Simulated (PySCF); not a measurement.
**Two-component Hartree-Fock for Bi²⁺ (bismuth, charge +2)**

Start: [Xe] 4f14 5d10 6s2 6p1; 6p3/2 filled at m_j = +3/2. Calculated with PySCF 2.14 in x2c-QZVPPall-2c: generalised Hartree-Fock with the X2C-1e Hamiltonian and a Gaussian nucleus; one run each with spin-orbit coupling (SO) screened by Boettger's factors, then bare. This is a chosen level, not necessarily the ground level.

| spinor shell | electrons | ε, screened SO (eV) | ε, bare SO (eV) | weight of nominal j (bare SO) | rms radius, bare SO (bohr) |
| --- | --- | --- | --- | --- | --- |
| 1s1/2 | 2 | -91029.1 | -91026.5 | 1.000 | 0.0178 |
| 2s1/2 | 2 | -16526.3 | -16525.4 | 1.000 | 0.0718 |
| 2p1/2 | 2 | -15855.5 | -15907.5 | 1.000 | 0.0605 |
| 2p3/2 | 4 | -13530.2 | -13515.0 | 1.000 | 0.0691 |
| 3s1/2 | 2 | -4076.2 | -4075.9 | 1.000 | 0.183 |
| 3p1/2 | 2 | -3773.9 | -3785.5 | 1.000 | 0.174 |
| 3p3/2 | 4 | -3245.9 | -3242.4 | 1.000 | 0.192 |
| 3d3/2 | 4 | -2756.0 | -2765.6 | 1.000 | 0.167 |
| 3d5/2 | 6 | -2644.1 | -2638.1 | 1.000 | 0.173 |
| 4s1/2 | 2 | -989.29 | -989.21 | 1.000 | 0.400 |
| 4p1/2 | 2 | -856.60 | -859.51 | 1.000 | 0.403 |
| 4p3/2 | 4 | -724.63 | -723.75 | 1.000 | 0.439 |
| 4d3/2 | 4 | -508.68 | -510.84 | 1.000 | 0.445 |
| 4d5/2 | 6 | -483.36 | -482.01 | 1.000 | 0.458 |
| 4f5/2 | 6 | -200.49 | -202.16 | 1.000 | 0.475 |
| 5s1/2 | 2 | -199.62 | -199.61 | 1.000 | 0.890 |
| 4f7/2 | 8 | -194.75 | -193.49 | 1.000 | 0.484 |
| 5p1/2 | 2 | -151.35 | -151.93 | 1.000 | 0.950 |
| 5p3/2 | 4 | -125.95 | -125.78 | 1.000 | 1.04 |
| 5d3/2 | 4 | -55.593 | -55.891 | 0.999 | 1.27 |
| 5d5/2 | 6 | -52.330 | -52.160 | 0.999 | 1.33 |
| 6s1/2 | 2 | -34.265 | -34.270 | 1.000 | 2.24 |
| 6p3/2 | 1 | -22.476 | -22.463 | 1.000 | 2.89 |

| quantity | screened SO | bare SO |
| --- | --- | --- |
| E (hartree) | -21554.55421 | -21557.02095 |
| M_J | 3/2 | 3/2 |
| ⟨J²⟩ | 3.757 | 3.757 |
| ⟨L²⟩ | 2.215 | 2.233 |
| ⟨S²⟩ | 0.963 | 0.981 |

Each row is a mean over spinors that exchange with the open shell spreads, by up to 1.979 eV (6s1/2).

Breit and QED terms are absent; they matter most for the inner s and p1/2 levels.

Densities and radii are taken from the X2C orbitals without a picture-change correction, which distorts them close to the nucleus.
